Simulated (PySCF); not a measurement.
## How exact exchange moves a shielding

Molecule: `B[C@H]1CO[SiH2]O1`, C2H7BO2Si.

Molfile (atoms numbered from 1):
```
C2H7BO2Si
     RDKit          3D

 13 13  0  0  0  0  0  0  0  0999 V2000
    2.0767   -0.2270   -0.2307 B   0  0  0  0  0  0  0  0  0  0  0  0
    0.5860   -0.2604    0.2055 C   0  0  1  0  0  0  0  0  0  0  0  0
   -0.1375    1.0951    0.3391 C   0  0  0  0  0  0  0  0  0  0  0  0
   -1.5227    0.8294    0.4238 O   0  0  0  0  0  0  0  0  0  0  0  0
   -1.8568   -0.6230   -0.3466 Si  0  0  0  0  0  4  0  0  0  0  0  0
   -0.2671   -1.1114   -0.5530 O   0  0  0  0  0  0  0  0  0  0  0  0
    2.5204   -1.0121   -1.0302 H   0  0  0  0  0  0  0  0  0  0  0  0
    2.8052    0.5705    0.3146 H   0  0  0  0  0  0  0  0  0  0  0  0
    0.6881   -0.6791    1.2420 H   0  0  0  0  0  0  0  0  0  0  0  0
    0.1966    1.6357    1.2378 H   0  0  0  0  0  0  0  0  0  0  0  0
    0.0663    1.7377   -0.5384 H   0  0  0  0  0  0  0  0  0  0  0  0
   -2.6617   -1.4978    0.5484 H   0  0  0  0  0  0  0  0  0  0  0  0
   -2.5220   -0.4757   -1.6690 H   0  0  0  0  0  0  0  0  0  0  0  0
  1  2  1  0
  2  3  1  0
  3  4  1  0
  4  5  1  0
  5  6  1  0
  6  2  1  0
  1  7  1  0
  1  8  1  0
  2  9  1  1
  3 10  1  0
  3 11  1  0
  5 12  1  0
  5 13  1  0
M  END
```

GIAO shieldings (ppm, equivalent atoms averaged) in PySCF 2.14 on the PBE0-D3(BJ)/def2-SVP geometry, basis pcSseg-1, gas phase, non-relativistic:

| functional | exact exchange (%) | σ(B1) | σ(C2) | σ(C3) | σ(O6) |
| --- | --- | --- | --- | --- | --- |
| BLYP | 0 | 8.4 | 83.8 | 107.1 | 258.1 |
| BP86 | 0 | 12.0 | 89.1 | 112.3 | 261.9 |
| PBE | 0 | 9.9 | 89.1 | 112.8 | 260.1 |
| B3LYP | 20 | 13.0 | 91.8 | 113.1 | 273.2 |
| PBE0 | 25 | 16.2 | 98.7 | 119.6 | 278.7 |
| mPW1PW91 | 25 | 17.2 | 98.3 | 118.6 | 279.0 |
| HF | 100 | 36.9 | 117.8 | 132.9 | 316.0 |

Question: Fit each shielding as a line in the percentage of exact exchange.

Answer: σ(B1) = 9.7 + 0.27 x (rms 1.3 ppm); σ(C2) = 88.1 + 0.31 x (rms 2.5 ppm); σ(C3) = 111.2 + 0.22 x (rms 2.4 ppm); σ(O6) = 261.7 + 0.56 x (rms 2.3 ppm). The functionals also differ in their semilocal parts, which the line can't hold; Hartree–Fock has no correlation at all.

Question: What does the line predict for BHandHLYP (50 %), and what does the run give?

Answer: σ(B1): 23.2 predicted, 20.6 computed; σ(C2): 103.6 predicted, 102.0 computed; σ(C3): 122.2 predicted, 120.8 computed; σ(O6): 289.7 predicted, 291.2 computed ppm.
